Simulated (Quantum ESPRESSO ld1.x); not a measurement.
Values are calculated unless marked as measured or tabulated.
Q: The aim is neutral thulium in [Xe] 4f13 6s2. This ld1.x (Quantum ESPRESSO 7.5) run was made with `OMP_NUM_THREADS=1 ld1.x < ld1.in > ld1.out`. Can the result be used? Name any fault.

```
 &input
    zed=69.0,
    iswitch=1,
    rel=1,
    lsd=1,
    dft='SLA-VWN',
    config='[Xe] 4f13 6s2 6s2',
    prefix='ld1',
    max_out_wfc=37,
    file_charge='ld1.rho',
 /
```

Output (excerpt):

```
     Program LD1 v.7.5 starts

 %%%%%%%%%%%%%%%%%%%%%%%%%%%%%%%%%%%%%%%%%%%%%%%%%%%%%%%%%%%%%%%%%%%%%%%%%%%%%%
     Error in routine occ_spin (1):
     wrong occupations
 %%%%%%%%%%%%%%%%%%%%%%%%%%%%%%%%%%%%%%%%%%%%%%%%%%%%%%%%%%%%%%%%%%%%%%%%%%%%%%

     stopping ...
```

A: No (refused). The line at issue: config='[Xe] 4f13 6s2 6s2'. The program stops in occ_spin with "wrong occupations": a shell may stand twice only as spin up and down (lsd = 1) or as its two j (rel = 2, l > 0), within their capacities. The sound input gives -13559.062 hartree.
